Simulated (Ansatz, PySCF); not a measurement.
Caution: the highest occupied level lies above zero, so the state may not be bound. This triplet is an excited state, 1.28 eV above the relaxed singlet at the level frozen-core CCSD(T)/aug-cc-pVDZ // PBE0-D3(BJ)/def2-TZVPD (Ansatz, an electronic-structure program).

Cartesian coordinates (Å):
```xyz
7

C     -1.0557    -0.1206     0.3855
Al     0.8678     0.3045     0.8301
O      1.9489     0.5847    -0.5540
H     -1.5313     0.7183    -0.1351
H     -1.6189    -0.3080     1.3058
H     -1.1333    -1.0111    -0.2483
H      2.5226    -0.1677    -0.6970
```
Charge -1, spin multiplicity 3.

**Question.** Give the highest occupied spin orbital and total energy at the level PBE0-D3(BJ)/def2-TZVPD (PySCF).

**Answer.** 
```yaml
highest_occupied_spin_orbital: 1.75 eV
total_energy: -9741.34 eV
```
